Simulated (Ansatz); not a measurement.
The molecule SnS, closed-shell singlet (the spin of the measured ground state). No spin–orbit coupling.

| level | bond energy D_e (eV) |
|---|---|
| SVWN5/def2-TZVPP | 6.191 |
| PBE/def2-TZVPP | 5.340 |
| r2SCAN/def2-TZVPP | 5.127 |
| B97M-V/def2-TZVPP | 5.384 |
| B3LYP/def2-TZVPP | 4.973 |
| PBE0/def2-TZVPP | 4.981 |
| BHLYP/def2-TZVPP | 4.546 |
| CAM-B3LYP/def2-TZVPP | 4.820 |
| wB97X-V/def2-TZVPP | 5.064 |
| wB97M-V/def2-TZVPP | 4.995 |
| B2PLYP/def2-TZVPP | 5.043 |
| CCSD/def2-TZVPP | 4.520 |
| CCSD/def2-QZVPP | 4.701 |
| CCSD(T)/def2-TZVPP | 4.859 |
| CCSD(T)/def2-QZVPP | 5.064 |
| CCSD(T)/CBS(def2-TZVPP, def2-QZVPP) | 5.201 |

The rows run from 4.520 (CCSD/def2-TZVPP) to 6.191 eV (SVWN5/def2-TZVPP). From def2-TZVPP to def2-QZVPP CCSD(T) changes by 0.206. The 11 functionals in def2-TZVPP without D3 or D4 span 1.645, from BHLYP to SVWN5.

D_e counts from the fitted minimum to each atom's lowest state at the same level, without counterpoise. The singlet is restricted.

Correlated levels freeze the inner cores; with def2 sets outer-core shells near the valence are correlated too. CBS: X⁻³ extrapolation of the correlation energy, Hartree–Fock from the larger set.

Codes used: Ansatz (a program for electronic structure). Each number belongs to the level named beside it. In def2 rows elements past Kr take small-core potentials, without spin–orbit coupling.
